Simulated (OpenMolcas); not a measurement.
## Ionisation energies of xenon

```json
{"Program": "OpenMolcas", "Basis": "ANO-RCC [10s9p8d5f3g]", "Scalar Hamiltonian": "DKH2, point nucleus", "Spin-orbit coupling": "state interaction with AMFI integrals over the reference wave functions, term energies averaged over their components"}
```

Active shells in each charge state: the valence s, p shells, with orbitals averaged over the low states. Where CASPT2's correlated closed shells are named, they are those of the first ion.

A. CASSCF
B. SS-CASPT2, IPEA 0.25 Eh, imaginary shift 0.1 Eh (closed shells correlated: 4s 4p 4d)

Energies in eV between the lowest computed levels, named as in B; reference values from the NIST Atomic Spectra Database with their kind.

| From | To | A | B | Spin-orbit share in B | Reference |
| --- | --- | --- | --- | --- | --- |
| Xe+ 5s2 5p5 2P* 3/2 | Xe2+ 5s2 5p4 3P2 | 19.888 | 20.848 | -0.259 | 20.975 (semi-empirical) |
| Xe2+ 5s2 5p4 3P2 | Xe3+ 5s2 5p3 4S* 3/2 | 29.561 | 30.786 | +0.347 | 31.050 (semi-empirical) |
| Xe3+ 5s2 5p3 4S* 3/2 | Xe4+ 5s2 5p2 3P0 | 41.505 | 42.567 | -1.216 | 42.200 (measured) |
| Xe6+ 5s2 1S0 | Xe7+ 5s 2S 1/2 | 90.565 | 91.885 | +0.000 | 91.600 (semi-empirical) |
| Xe7+ 5s 2S 1/2 | Xe8+ 4d10 1S0 | 104.192 | 106.037 | +0.000 | 105.978 (measured) |

Error against the reference values, in %:

| From | Reference | A | B |
| --- | --- | --- | --- |
| Xe+ | semi-empirical | -5.2 | -0.6 |
| Xe2+ | semi-empirical | -4.8 | -0.9 |
| Xe3+ | measured | -1.6 | +0.9 |
| Xe6+ | semi-empirical | -1.1 | +0.3 |
| Xe7+ | measured | -1.7 | +0.1 |

Mean absolute error over the 2 measured values: A 1.24 eV, B 0.21 eV. B lies closest.

* marks odd parity.
